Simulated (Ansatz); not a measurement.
`F[CH2][GeH]1[CH2][O]1` + HCl → `[Cl][GeH]1[CH2][O]1` + `CF` at 500 K and 1 bar (ligand exchange at a Ge–C bond).

Calculated with Ansatz (gas phase, PBE0-D4/def2-TZVP geometries, no zero-point term in ΔE). CCSD(T)/CBS adds triple-zeta CCSD(T) − MP2 to the extrapolated MP2 energy (def2 sets, frozen cores). This one scheme is used for every species. For Ge outer-core shells are correlated without core-valence functions, which leaves a few kJ/mol of doubt a bond. Scalar relativity is left out up to krypton. One conformer a species, not always the lowest.

| species | CCSD(T)/CBS energy (Eh) | H − E (kJ/mol) | S (J/(mol·K)) |
| --- | --- | --- | --- |
| `F[CH2][GeH]1[CH2][O]1` | -2330.12884 | 221.2 | 408.0 |
| HCl | -460.38127 | 32.5 | 201.9 |
| `[Cl][GeH]1[CH2][O]1` | -2650.91159 | 137.5 | 360.2 |
| `CF` | -139.63461 | 122.2 | 244.8 |

H − E and S are ideal-gas, rigid-rotor, harmonic terms from PBE0-D4/def2-TZVP, for one conformer and one mirror image of each species. 1 Eh = 2625.50 kJ/mol, R = 8.31446 J/(mol·K).

Task: By hand: ΔE, ΔH, ΔS and ΔG.

Result: ΔE = (-2650.91159) + (-139.63461) − (-2330.12884) − (-460.38127) = -0.03609 Eh = -94.8 kJ/mol. Δ(H − E) = 137.5 + 122.2 − 221.2 − 32.5 = 6.0, so ΔH = -88.8 kJ/mol. ΔS = 360.2 + 244.8 − 408.0 − 201.9 = -4.9 J/(mol·K). ΔG = -88.8 − 500 × (-4.9)/1000 = -86.3 kJ/mol.

Task: By hand: the equilibrium constant, and the temperature at which ΔG would vanish if ΔH and ΔS stayed fixed.

Result: log₁₀ K = −ΔG/(RT ln 10) = 9.0. ΔG = 0 at ΔH/ΔS = 18122 K, far beyond where these terms or the molecules hold.

The number of gas molecules stays the same, so ΔS is small and ΔH decides. A doubt of 5 kJ/mol in ΔE shifts log₁₀ K by 0.5 here. Other conformers and mirror images would add mixing entropy, several J/(mol·K) or more a flexible species. Modes under 60 cm⁻¹, often nearly free rotors, make the harmonic entropy too high. These are equilibria of isolated gas molecules and say nothing of rates. Largest T1 diagnostic: 0.014 (customary marks: 0.02 for closed shells, 0.045 for open ones).
